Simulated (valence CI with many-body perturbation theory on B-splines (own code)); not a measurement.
# E1 transitions of Ir VII

Calculated by valence CI with perturbative core correlation (CI+MBPT): three valence electrons over a frozen Dirac-Fock core [Xe] 4f14, a basis of 7 s, 7 p, 8 d, 6 f, 4 g, 1 h functions for each j, with the one-electron correlation potential Σ1, the two-electron term Σ2, the three-electron term Σ3, Breit, model QED; selected CI, second order for the rest, scaled by the run's own slope (own B-spline code, finite nucleus).

No measured spectrum was set against this ion. As an estimate, terms of the open shell hold to 2 to 4 % of their energy, and close levels can change places; different configurations can be misplaced against each other by 1,000 to 8,000 cm⁻¹. The list stops below the first excitations out of the core.

Lines 101 to 150 of 564 in falling wavelength, among levels below 300070 cm⁻¹, chosen from the strongest by gf and those to the six lowest levels. Wavelengths and rates use the calculated energies, so an error of 2000 cm⁻¹ moves a line at 1022 Å by 2 % and its rate by three times that or more. Electric multipoles are in the length gauge, E1 and E2 with the static RPA response of the core. Weak lines are less certain than strong ones. Lines between different terms over intervals too small for the method are left out, as are lines whose strength nearly cancels. Where a level lies close to another of its J and parity, the split of strength between their lines is uncertain. The highest levels of a list are the least certain.

Levels are named by their leading jj configuration (3d3/2^4 stands for four electrons in 3d with j = 3/2), which in mixed levels can hold well under half, so a name can repeat and another be missing. Letters in brackets count levels of one name in rising energy.

```tsv
λ vac (Å)	Upper	Lower	A (s⁻¹)	S (a.u.)
1022	(5d3/2 5d5/2 6p3/2) J=5/2 [c]	(5d5/2^2 6s) J=5/2	4.74e+07	1.50e-01
1022	(5d3/2 5d5/2 6p3/2) J=3/2 [a]	(5d3/2 5d5/2 6s) J=3/2 [b]	1.12e+08	2.36e-01
1017	(5d3/2 5d5/2 6p3/2) J=3/2 [b]	(5d5/2^2 6s) J=5/2	2.96e+07	6.14e-02
1008	(5d3/2 5d5/2 6p3/2) J=1/2 [b]	(5d5/2^2 6s) J=3/2	5.87e+08	5.93e-01
1007	(5d5/2^2 6p1/2) J=3/2	(5d3/2 5d5/2 6s) J=5/2 [b]	9.41e+07	1.90e-01
1007	(5d5/2^2 6p1/2) J=5/2	(5d3/2 5d5/2 6s) J=5/2 [b]	1.92e+08	5.80e-01
1003	(5d5/2^2 6p1/2) J=7/2	(5d3/2 5d5/2 6s) J=9/2	2.98e+07	1.19e-01
1002	(5d5/2^2 6p1/2) J=3/2	(5d3/2 5d5/2 6s) J=3/2 [a]	5.46e+07	1.09e-01
1001	(5d3/2 5d5/2 6p3/2) J=7/2 [c]	(5d5/2^2 6s) J=9/2	8.10e+07	3.20e-01
999.0	(5d3/2^2 6p3/2) J=5/2	(5d3/2 5d5/2 6s) J=7/2 [a]	7.06e+07	2.08e-01
992.4	(5d3/2 5d5/2 6p3/2) J=3/2 [c]	(5d5/2^2 6s) J=5/2	4.19e+07	8.09e-02
992.2	(5d3/2 5d5/2 6p3/2) J=7/2 [b]	(5d3/2 5d5/2 6s) J=7/2 [b]	6.03e+08	2.33e+00
990.3	(5d3/2^2 6p1/2) J=1/2	(5d3/2^2 6s) J=3/2	2.55e+08	2.44e-01
986.2	(5d3/2 5d5/2 6p3/2) J=5/2 [a]	(5d3/2 5d5/2 6s) J=5/2 [b]	8.24e+07	2.34e-01
985.5	(5d3/2^2 6p3/2) J=7/2	(5d3/2 5d5/2 6s) J=7/2 [a]	1.60e+08	6.05e-01
981.8	(5d3/2 5d5/2 6p3/2) J=5/2 [d]	(5d5/2^2 6s) J=7/2	6.42e+07	1.80e-01
981.4	(5d3/2 5d5/2 6p3/2) J=5/2 [a]	(5d3/2 5d5/2 6s) J=3/2 [a]	3.23e+07	9.03e-02
979.0	(5d5/2^2 6p1/2) J=7/2	(5d3/2 5d5/2 6s) J=5/2 [a]	2.89e+07	1.07e-01
976.5	(5d3/2 5d5/2 6p3/2) J=5/2 [d]	(5d5/2^2 6s) J=5/2	3.70e+08	1.02e+00
975.1	(5d3/2 5d5/2 6p3/2) J=3/2 [a]	(5d3/2 5d5/2 6s) J=5/2 [b]	3.00e+07	5.49e-02
970.7	(5d3/2 5d5/2 6p1/2) J=3/2 [a]	(5d3/2^2 6s) J=5/2	7.46e+07	1.35e-01
970.4	(5d3/2 5d5/2 6p3/2) J=3/2 [a]	(5d3/2 5d5/2 6s) J=3/2 [a]	4.84e+07	8.74e-02
968.7	(5d3/2 5d5/2 6p3/2) J=1/2 [a]	(5d3/2 5d5/2 6s) J=3/2 [b]	6.31e+08	5.66e-01
967.1	(5d3/2 5d5/2 6p3/2) J=3/2 [b]	(5d3/2 5d5/2 6s) J=1/2	3.20e+08	5.72e-01
965.9	(5d5/2^2 6p3/2) J=9/2	(5d5/2^2 6s) J=7/2	1.28e+09	5.69e+00
959.7	(5d3/2 5d5/2 6p1/2) J=5/2 [b]	(5d3/2^2 6s) J=5/2	1.89e+08	4.95e-01
957.7	(5d3/2 5d5/2 6p3/2) J=9/2 [b]	(5d3/2 5d5/2 6s) J=9/2	3.40e+08	1.47e+00
955.2	(5d5/2^2 6p3/2) J=5/2 [a]	(5d5/2^2 6s) J=3/2	5.23e+08	1.35e+00
952.7	(5d3/2 5d5/2 6p1/2) J=7/2 [b]	(5d3/2^2 6s) J=5/2	1.22e+08	4.18e-01
951.1	(5d5/2^2 6p1/2) J=3/2	(5d3/2^2 6s) J=1/2	1.69e+08	2.88e-01
949.5	(5d3/2 5d5/2 6p3/2) J=7/2 [b]	(5d3/2 5d5/2 6s) J=5/2 [b]	1.30e+09	4.40e+00
947.7	(5d5/2^2 6p1/2) J=3/2	(5d3/2 5d5/2 6s) J=5/2 [a]	3.49e+07	5.86e-02
947.4	(5d5/2^2 6p1/2) J=5/2	(5d3/2 5d5/2 6s) J=5/2 [a]	3.83e+08	9.64e-01
944.8	(5d3/2 5d5/2 6p3/2) J=3/2 [c]	(5d3/2 5d5/2 6s) J=1/2	1.28e+09	2.14e+00
942.5	(5d5/2^2 6p3/2) J=9/2	(5d5/2^2 6s) J=9/2	1.17e+09	4.84e+00
942.3	(5d3/2 5d5/2 6p3/2) J=5/2 [b]	(5d3/2 5d5/2 6s) J=3/2 [b]	5.57e+08	1.38e+00
941.1	(5d3/2 5d5/2 6p3/2) J=5/2 [b]	(5d3/2 5d5/2 6s) J=7/2 [b]	8.30e+08	2.05e+00
939.7	(5d3/2 5d5/2 6p1/2) J=3/2 [a]	(5d3/2^2 6s) J=3/2	5.77e+07	9.45e-02
938.4	(5d3/2 5d5/2 6p3/2) J=9/2 [c]	(5d3/2 5d5/2 6s) J=7/2 [b]	1.42e+09	5.77e+00
935.4	(5d5/2^2 6p3/2) J=1/2	(5d3/2 5d5/2 6s) J=1/2	5.91e+08	4.77e-01
933.3	(5d3/2 5d5/2 6p3/2) J=7/2 [a]	(5d3/2 5d5/2 6s) J=5/2 [a]	1.31e+09	4.21e+00
931.1	(5d3/2^2 6p3/2) J=3/2 [b]	(5d3/2 5d5/2 6s) J=3/2 [a]	5.26e+08	8.38e-01
929.4	(5d3/2 5d5/2 6p1/2) J=5/2 [b]	(5d3/2^2 6s) J=3/2	3.40e+08	8.08e-01
929.2	(5d3/2 5d5/2 6p3/2) J=5/2 [a]	(5d3/2 5d5/2 6s) J=5/2 [a]	9.70e+08	2.31e+00
929.1	(5d3/2 5d5/2 6p1/2) J=1/2	(5d3/2^2 6s) J=3/2	1.55e+08	1.23e-01
928.9	(5d5/2^2 6p1/2) J=7/2	(5d3/2 5d5/2 6s) J=7/2 [a]	2.57e+08	8.13e-01
927.9	(5d3/2 5d5/2 6p3/2) J=9/2 [a]	(5d3/2 5d5/2 6s) J=7/2 [a]	1.17e+09	4.61e+00
925.1	(5d3/2 5d5/2 6p1/2) J=3/2 [b]	(5d3/2^2 6s) J=5/2	9.09e+07	1.42e-01
924.9	(5d5/2^2 6p3/2) J=7/2 [a]	(5d5/2^2 6s) J=7/2	9.07e+08	2.83e+00
922.7	(5d3/2^2 6p3/2) J=3/2 [a]	(5d3/2^2 6s) J=5/2	2.96e+08	4.60e-01
```
